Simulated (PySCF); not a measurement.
The multiplicity is imposed and other spin states were not computed.

Cartesian coordinates (Å):
```xyz
8

Cu     0.0113    -0.0152     0.0509
O     -1.1497    -1.6209     0.2634
H     -1.3690    -1.7242     1.2113
H     -0.6259    -2.4166     0.0401
C      1.1266     1.4992    -0.1357
H      2.1866     1.2051    -0.2713
H      1.0680     2.1503     0.7595
H      0.8267     2.1039    -1.0149
```
Charge 0, spin multiplicity 1.

Problem. What is the computed charge on the central atom (Mulliken), LUMO, HOMO–LUMO gap, dipole moment, charge on the central atom (meta-Löwdin), HOMO and total energy (PBE-D3(BJ)/def2-TZVP // TPSS-D3(BJ)/def2-SVP (PySCF))?

Solution. 
```yaml
charge on the central atom (Mulliken): -0.04 e
LUMO: -1.65 eV
HOMO–LUMO gap: 2.98 eV
dipole_moment: 5.04 D
charge on the central atom (meta-Löwdin): 0.29 e
HOMO: -4.63 eV
total_energy: -1756.5412 Ha
```
